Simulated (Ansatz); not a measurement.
Two structures of SiN2H5Cl, singlet, reached by relaxing down either side of one saddle point (PBE0-D4/def2-TZVP). Energies are electronic, without zero-point energy. Computed with Ansatz 0.2.0 (basis: def2-TZVPP and def2-QZVPP); correlated methods freeze the cores. Extrapolation: Hartree–Fock as exp(−7.88 √X), correlation as X^−2.97. First:

| atom | x (Å) | y (Å) | z (Å) |
| --- | --- | --- | --- |
| Si1 | -0.1914 | -0.4183 | 0.2392 |
| N2 | 0.1101 | 1.1009 | 0.9374 |
| N3 | -0.0071 | -0.2637 | -1.4409 |
| H4 | 0.8237 | 0.1540 | -1.8289 |
| H5 | -1.5171 | -1.0476 | 0.4424 |
| Cl6 | 1.1347 | -1.6822 | 1.2090 |
| H7 | 0.4273 | 1.1832 | 1.8880 |
| H8 | -0.3726 | 1.9227 | 0.6143 |
| H9 | -0.4077 | -0.9489 | -2.0605 |

Second:

```
9
angstrom
Si -0.3020 -0.7363 -0.0222
N 0.1779 1.0570 0.4561
N 0.0582 -0.5750 -1.5728
H 0.6050 1.3275 -0.4347
H -1.6463 -0.8426 0.6091
Cl 0.8921 -1.7363 1.3849
H 0.8532 1.1183 1.2123
H -0.6111 1.6645 0.6549
H -0.0270 -1.2773 -2.2877
```

(1) Which bonds change from the first to the second?

(2) Give the saddle point's structure and its height above each. (To be estimated.)

The T1 diagnostic stays at or below 0.014.

Answers

(1) SiN₂H₅Cl ([NH2][SiH]([NH2])[Cl]) → SiNH₂Cl ([NH][SiH][Cl]) + NH₃ (still joined by a long Si–N bond); bonds formed: N2–H4; bonds broken: N3–H4; bonds weakened to dative contacts: Si1–N2.

(2) By the calculation: 221.3 kJ/mol above the first and 34.9 kJ/mol above the second (CCSD(T) at an estimated basis limit (MP2 extrapolated from triple and quadruple zeta, plus CCSD(T) − MP2 in triple zeta)).
| atom | x (Å) | y (Å) | z (Å) |
| --- | --- | --- | --- |
| Si1 | -0.3275 | -0.7045 | 0.1395 |
| N2 | 0.1651 | 1.0504 | 0.4589 |
| N3 | 0.0915 | -0.3949 | -1.4080 |
| H4 | 0.3963 | 0.8450 | -0.7058 |
| H5 | -1.7045 | -0.9234 | 0.6401 |
| Cl6 | 0.8334 | -1.8617 | 1.4089 |
| H7 | 0.9604 | 1.2163 | 1.0636 |
| H8 | -0.5617 | 1.7323 | 0.6393 |
| H9 | 0.1470 | -0.9595 | -2.2365 |

Labels in which every atom is bracketed show which atoms are joined, not bond orders.

For scale, one of the runs: CCSD(T)/def2-TZVPP, 216 basis functions, launched by `ansatz run in.yaml --threads 4 --pin off --events-out ev --progress --plain --max-ram 9574MiB`. Hardware: 4 CPU threads of an AMD EPYC, shared host. Wall time 110 s; peak host memory 3.1 GiB.
